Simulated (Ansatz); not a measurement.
Ideal-gas functions of C₃H₅I, SMILES `C/C=C/I` at 298.15 K and 1 bar, from an Ansatz frequency run at PBE0-D4/def2-TZVP.

Molar mass 167.98 g/mol, point group Cs (symmetry number 1), electronic degeneracy 1, moments of inertia 12.481, 372.15, 381.517 u Å². Harmonic wavenumbers (cm⁻¹, unscaled): 190, 214, 216, 325, 686, 755, 957, 972, 1062, 1102, 1226, 1320, 1401, 1468, 1475, 1699, 3041, 3099, 3134, 3173, 3209.

Use S(trans) = R[1.5 ln M + 2.5 ln T − 1.1517]; rotational temperatures θ = 24.2544 K / I; S(rot) = R[ln(√π/σ · √(T³/θAθBθC)) + 1.5]; for each mode x = 1.438777 ν̃/T, S = R[x/(eˣ − 1) − ln(1 − e⁻ˣ)] and H = RT x/(eˣ − 1); 1 cm⁻¹ = 0.0119627 kJ/mol; R = 8.31446 J/(mol·K).

Q: By hand: the entropy, in J/(mol·K).

A: Translation 172.8. Rotation: θ = 1.9433, 0.0652, 0.0636 K, giving 108.3. Vibration, mode by mode: 9.32, 8.41, 8.34, 5.38, 1.35, 1.03, 0.47, 0.44, 0.30, 0.26, 0.16, 0.11, 0.07, 0.06, 0.05, 0.02, 0.00, 0.00, 0.00, 0.00, 0.00, in all 35.8. Electronic 0.0. Sum 316.9 J/(mol·K).

Q: By hand: H − E and G − E in kJ/mol, counted from the electronic energy.

A: Zero-point energy ½ × 30724 × 0.0119627 = 183.8; thermal vibration 6.4; translation, rotation and pV give 4 RT = 9.9. H − E = 200.1 kJ/mol, and G − E = 200.1 − 298.15 × 316.9/1000 = 105.6 kJ/mol.

Vibration gives 11 % of the entropy.
